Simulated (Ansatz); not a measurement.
Ansatz (a first-principles code) input for CH5N2, SMILES NC=[NH2+], charge +1, PBE0-D3(BJ)/def2-TZVP. 

Ansatz 0.2 input:
```yaml
crystal:
  periodic: [false, false, false]
  atoms:
    - {symbol: N, position_ang: [-0.00000000, 1.15263941, -0.17392459]}
    - {symbol: C, position_ang: [-0.00000000, -0.00000000, 0.43273548]}
    - {symbol: N, position_ang: [-0.00000000, -1.15263941, -0.17392459]}
    - {symbol: H, position_ang: [0.00000000, 1.22364479, -1.18518370]}
    - {symbol: H, position_ang: [-0.00000000, 2.02028518, 0.34479489]}
    - {symbol: H, position_ang: [0.00000000, 0.00000000, 1.51930905]}
    - {symbol: H, position_ang: [0.00000000, -1.22364479, -1.18518369]}
    - {symbol: H, position_ang: [0.00000000, -2.02028518, 0.34479488]}
basis:
  gaussian:
    orbitals: def2-TZVP
hamiltonian:
  xc: pbe0
  dispersion: d3bj
total_charge: 1
relax: {f_tol: 0.002, max_steps: 200}
```

Output:

```
WARN ansatz: RAYON_NUM_THREADS=1 ignored (pool sized by the plan → 1); use --threads N
Functional definition: PBE0
integrals: 0.03 GiB planned
710 factors; their error is unknown
mean field: 0.35 GiB planned
mean field evaluation 1: about -4076.1800 eV, gradient 8.4e1 eV
mean field evaluation 2: about -4072.5279 eV, gradient 9.1e1 eV
mean field evaluation 4: about -4089.0618 eV, gradient 3.9e0 eV
mean field evaluation 8: about -4089.0933 eV, gradient 2.9e-2 eV
mean field evaluation 16: about -4089.0933 eV, gradient 1.8e-6 eV
mean field -4089.09328484 eV, -150.2714065308 hartree, gradient 1.8e-6 eV, S^2 0.000000; 0 other end points of the search recorded, 0 dependent functions left out
the calculation of the forces begins
reference -4089.09330570 eV, -150.2714072973 hartree; 12, 12 occupied and 111, 111 virtual orbitals, 710 factors
relax step   1: F+E_penalty+E_count = -4089.18035398 eV  Δ(F+E_penalty+E_count) = +0.000e0 eV  max|allowed force component| = 2.401e-1 eV/Å  Δτ_max = 0.0000 Å  (28 SCF iters, accepted)
these checks for a lower state are left out or cut short: starts, cluster_reference, orbital_swaps, neighbouring_geometries, increment
integrals: 0.03 GiB planned
710 factors; their error is unknown
mean field: 0.35 GiB planned
mean field -4089.09655400 eV, -150.2715266702 hartree, gradient 2.3e-5 eV, S^2 0.000000; 0 other end points of the search recorded, 0 dependent functions left out
the calculation of the forces begins
reference -4089.09657483 eV, -150.2715274359 hartree; 12, 12 occupied and 111, 111 virtual orbitals, 710 factors
relax step   2: F+E_penalty+E_count = -4089.18359084 eV  Δ(F+E_penalty+E_count) = -3.237e-3 eV  max|allowed force component| = 1.224e-1 eV/Å  Δτ_max = 0.0114 Å  (30 SCF iters, accepted)
these checks for a lower state are left out or cut short: starts, cluster_reference, orbital_swaps, neighbouring_geometries, increment
integrals: 0.03 GiB planned
710 factors; their error is unknown
mean field: 0.35 GiB planned
mean field evaluation 32: about -4089.0989 eV, gradient 2.4e-5 eV
mean field -4089.09892436 eV, -150.2716137795 hartree, gradient 2.4e-5 eV, S^2 0.000000; 0 other end points of the search recorded, 0 dependent functions left out
the calculation of the forces begins
reference -4089.09894518 eV, -150.2716145444 hartree; 12, 12 occupied and 111, 111 virtual orbitals, 710 factors
relax step   3: F+E_penalty+E_count = -4089.18589205 eV  Δ(F+E_penalty+E_count) = -2.301e-3 eV  max|allowed force component| = 1.734e-2 eV/Å  Δτ_max = 0.0224 Å  (29 SCF iters, accepted)
these checks for a lower state are left out or cut short: starts, cluster_reference, orbital_swaps, neighbouring_geometries, increment
integrals: 0.03 GiB planned
710 factors; their error is unknown
mean field: 0.35 GiB planned
mean field -4089.09893933 eV, -150.2716143294 hartree, gradient 2.4e-5 eV, S^2 0.000000; 0 other end points of the search recorded, 0 dependent functions left out
the calculation of the forces begins
reference -4089.09896014 eV, -150.2716150942 hartree; 12, 12 occupied and 111, 111 virtual orbitals, 710 factors
relax step   4: F+E_penalty+E_count = -4089.18590361 eV  Δ(F+E_penalty+E_count) = -1.157e-5 eV  max|allowed force component| = 7.455e-3 eV/Å  Δτ_max = 0.0013 Å  (31 SCF iters, accepted)
these checks for a lower state are left out or cut short: starts, cluster_reference, orbital_swaps, neighbouring_geometries, increment
integrals: 0.03 GiB planned
710 factors; their error is unknown
mean field: 0.35 GiB planned
mean field -4089.09894043 eV, -150.2716143698 hartree, gradient 2.4e-5 eV, S^2 0.000000; 0 other end points of the search recorded, 0 dependent functions left out
the calculation of the forces begins
reference -4089.09896124 eV, -150.2716151347 hartree; 12, 12 occupied and 111, 111 virtual orbitals, 710 factors
relax step   5: F+E_penalty+E_count = -4089.18590470 eV  Δ(F+E_penalty+E_count) = -1.087e-6 eV  max|allowed force component| = 3.179e-4 eV/Å  Δτ_max = 0.0001 Å  (31 SCF iters, accepted)
integrals: 0.03 GiB planned
710 factors; their error is unknown
mean field: 0.35 GiB planned
mean field evaluation 64: about -4089.0989 eV, gradient 2.9e-2 eV
mean field -4089.09894043 eV, -150.2716143698 hartree, gradient 2.4e-5 eV, S^2 0.000000; 1 other end points of the search recorded, 0 dependent functions left out
the calculation of the forces begins
reference -4089.09896124 eV, -150.2716151347 hartree; 12, 12 occupied and 111, 111 virtual orbitals, 710 factors
Total energy: -4089.18592551 eV, -150.2748110127 hartree
Atom 0 at    -0.000000     1.158201    -0.180051 Å, force     0.000000    -0.000053     0.000318 eV/Å
Atom 1 at    -0.000000    -0.000000     0.418537 Å, force     0.000000    -0.000000    -0.000118 eV/Å
Atom 2 at    -0.000000    -1.158201    -0.180051 Å, force     0.000000     0.000053     0.000318 eV/Å
Atom 3 at     0.000000     1.258498    -1.185466 Å, force    -0.000000     0.000046    -0.000244 eV/Å
Atom 4 at     0.000000     2.006218     0.365876 Å, force     0.000000    -0.000132    -0.000083 eV/Å
Atom 5 at     0.000000    -0.000000     1.504163 Å, force     0.000000    -0.000000     0.000135 eV/Å
Atom 6 at    -0.000000    -1.258498    -1.185466 Å, force     0.000000    -0.000046    -0.000244 eV/Å
Atom 7 at     0.000000    -2.006218     0.365876 Å, force    -0.000000     0.000132    -0.000083 eV/Å
Dipole moment:    -0.000000     0.000000    -0.044407 e Å
```

The run converged.
